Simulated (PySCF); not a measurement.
Bonds (- single, = double, # triple, : aromatic): C1-C2, C2-C3, C3-C4, C4:C5, C5:C6, C6:C7, C7:C8, C8:C9, C9:C4. C1 carries H10, H11, H12; C2 carries H13, H14; C3 carries H15, H16; C5 carries H17; C6 carries H18; C7 carries H19; C8 carries H20; C9 carries H21.

- PBE0-D3(BJ)/def2-SVP geometry
- shielding tensors at PBE0/pcSseg-1 (GIAO)
- code: PySCF
- isolated molecule, one conformer, rapidly exchanging positions averaged, relativity neglected

δ = σ(ref) − σ, references computed at the same level: TMS for 13C (184.41 ppm), 1H (31.27 ppm).

```csv
atoms,nucleus,count,Hirshfeld charge,δ (ppm)
H13/H14,1H,2,0.04,1.48
C4,13C,1,0.01,147.4
C3,13C,1,-0.07,40.3
H18/H20,1H,2,0.05,7.42
H17/H21,1H,2,0.05,7.28
C1,13C,1,-0.12,?
H15/H16,1H,2,0.04,2.51
C7,13C,1,-0.05,?
C2,13C,1,-0.06,?
C6/C8,13C,2,-0.05,?
H19,1H,1,0.05,7.33
C5/C9,13C,2,-0.05,135.1
H10/H11/H12,1H,3,0.04,0.73
```

Estimate the values marked ?.

Answers


- C6/C8: 133.8 ppm, aromatic CH; the aromatic region
- C7: 131.5 ppm, aromatic CH; the aromatic region
- C2: 28.2 ppm, sp3 CH2; a saturated carbon with 2 carbon neighbours and no heteroatom attached
- C1: 13.5 ppm, methyl carbon; a saturated carbon with 1 carbon neighbour and no heteroatom attached

Shifts are as computed. Against solution values, carbons near 30 ppm lie about +2 ppm off and those near 130 ppm about +5 ppm. Of 1211 compounds with measured shifts, 218 miss one by over three times the rms of a fit or turn the order of signals round; such compounds aren't used in these exercises.
